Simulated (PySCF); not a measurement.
# Polarisability and C₆ of Tc²⁺ (technetium, charge +2)

[Kr] 4d5, high-spin 6S determinant. All numbers are calculated (PySCF 2.14, scalar relativity by spin-free X2C-1e, in aug-cc-pVTZ-DK). Coupled (time-dependent) response in atomic units; α is the mean over directions.

| method | mean α (bohr³) | C₆ (like pair) | S(−4) |
| --- | --- | --- | --- |
| TPSSh | 8.979 | 48.42 | 26.48 |

S(−4) is the Cauchy moment in α(ω) = α(0) + S(−4) ω² + …

α(iu) at TPSSh:

| u (hartree) | α(iu) (bohr³) |
| --- | --- |
| 0 | 8.979 |
| 0.0500 | 8.914 |
| 0.100 | 8.728 |
| 0.200 | 8.102 |
| 0.300 | 7.338 |
| 0.500 | 5.926 |
| 0.750 | 4.610 |
| 1.00 | 3.673 |
| 1.50 | 2.464 |
| 2.00 | 1.746 |
| 3.00 | 0.9868 |
| 5.00 | 0.4297 |

A single London oscillator, α(iu) = α/(1 + u²/ω²), gives C₆ = (3/4) ω α². Matching the computed C₆ needs ω = 4 × 48.42 / (3 × 8.979²) = 0.801 hartree.

For an ion, C₆ is the dispersion term alone; charge-induced terms of lower order in 1/R come first.
